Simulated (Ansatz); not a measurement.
Mo2O2⁺, relaxed as a doublet with UKS PBE0-D4/def2-TZVP in Ansatz, starting from the GFN2-xTB geometry. Force threshold 0.02 eV/Å.

In the def2 sets Mo takes a core potential; there is no spin–orbit coupling. The charge 1 doublet is spin-contaminated (final ⟨S²⟩ up to 3.57, 0.75 for a pure state). The relaxation made no stability test and no search for a lower SCF solution. The structure comes from a short search, and lower isomers may exist.

Start:

```xyz
4

Mo    0.273   -0.729    1.070
Mo   -0.275    0.735   -1.077
O     1.180    0.418   -0.013
O    -1.178   -0.423    0.019
```

Q: Estimate the energy that the relaxation releases and the steps that it takes.

A: 0.56 eV, in 7 steps; 21 s on 4 threads of Arm Neoverse V2 on a shared host. No frequencies were taken in this run, so the end may be a saddle point.

Q: Does the start keep its bonding and symmetry?

A: By distances, no bond broke or formed. The bond that changes most is Mo1–O4, from 1.82 to 1.97 Å (atoms count from 1). Point group D2h at the start, C2v at the end, both within 0.05 Å.

Q: Predict the relaxed structure.

A: 
```xyz
4

Mo    0.304   -0.812    1.191
Mo   -0.282    0.752   -1.103
O     1.165    0.448   -0.059
O    -1.187   -0.389   -0.029
```
Bond lengths (bridged metal pairs left out): 4 × Mo–O 1.81 to 1.97 Å.
